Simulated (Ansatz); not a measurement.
Consider the cleavage of the B–B bond: `SBBCl` + H₂S → `SBCl` + `BS`.

Computed with Ansatz on PBE0-D4/def2-TZVP structures; ΔE is electronic, products minus reactants. CCSD(T)/CBS adds triple-zeta CCSD(T) − MP2 to the extrapolated MP2 energy (def2 sets, frozen cores). This one scheme is used for every species. DFT in def2-TZVPP. Each species was taken in one conformer, which may not be the lowest.

Question: Is it downhill or uphill in electronic energy at CCSD(T)/CBS, and by how much? (Best estimate.)

Answer: The calculation gave: Downhill: ΔE = -95.8 kJ/mol.

Question: What do these levels give: PBE0-D4, BHLYP-D4, revPBE, HF/def2-SVP, MP2/CBS(def2), CCSD/CBS(def2)? (Best estimate.)

Answer: Ansatz gave: PBE0-D4 -95.6, BHLYP-D4 -95.2, revPBE -95.8, HF/def2-SVP -99.1, MP2/CBS(def2) -103.7, CCSD/CBS(def2) -93.6 kJ/mol.

Largest T1 diagnostic among the species: 0.015.

At CCSD(T), def2-SVP lies −8.3 kJ/mol from the extrapolated value and def2-TZVPP −0.5 kJ/mol. Leaving LDA and LC-ωPBE aside and taking each functional with its dispersion term where it has one, the values, not all of them listed here, spread over 5.3 kJ/mol, from PBE-QIDH to ωB97X-V.
